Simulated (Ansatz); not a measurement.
The same molecule with X = Si, Ge, Sn. Ansatz, PBE0-D4/def2-TZVP geometries, multiplicity 1. Each molecule was computed in one conformer, which needn't be the lowest.

Elements past krypton have def2 core potentials. Scalar relativity is left out up to krypton.

```json
{"X": "Si", "molecule": "`[SeH][Si]([SeH])([SeH])[SeH]`", "mean X–Se bond length / Å": "2.275", "HOMO–LUMO gap (PBE/def2-TZVPP) / eV": "3.95", "HOMO energy (B3LYP/def2-TZVPP) / eV": "-6.91", "zero-point energy (PBE0-D4/def2-TZVP) / kJ/mol": "90.9"}
{"X": "Sn", "molecule": "`[SeH][Sn]([SeH])([SeH])[SeH]`", "mean X–Se bond length / Å": "2.527", "HOMO–LUMO gap (PBE/def2-TZVPP) / eV": "2.98", "HOMO energy (B3LYP/def2-TZVPP) / eV": "-6.99", "zero-point energy (PBE0-D4/def2-TZVP) / kJ/mol": "83.9"}
```

(1) Give the row for X = Ge, `[SeH][Ge]([SeH])([SeH])[SeH]`. (Estimate.)

Answers

(1) The calculation gave: 
| X | molecule | mean X–Se bond length / Å | HOMO–LUMO gap (PBE/def2-TZVPP) / eV | HOMO energy (B3LYP/def2-TZVPP) / eV | zero-point energy (PBE0-D4/def2-TZVP) / kJ/mol |
| --- | --- | --- | --- | --- | --- |
| Ge | `[SeH][Ge]([SeH])([SeH])[SeH]` | 2.355 | 3.28 | -6.92 | 87.0 |

From Si to Sn the mean X–Se bond length rises at each step, by 0.252 Å in all; the HOMO–LUMO gap (PBE/def2-TZVPP) falls at each step, by 0.97 eV in all; the HOMO energy (B3LYP/def2-TZVPP) falls at each step, by 0.08 eV in all; the zero-point energy (PBE0-D4/def2-TZVP) falls at each step, by 7.0 kJ/mol in all. Bonds lengthen as the atom grows down the group.

B3LYP here is the variant with VWN-RPA as its local correlation; programs differ in this.

Spin–orbit coupling is left out; it splits and shifts lone-pair levels of the heavy atoms by tenths of an eV.
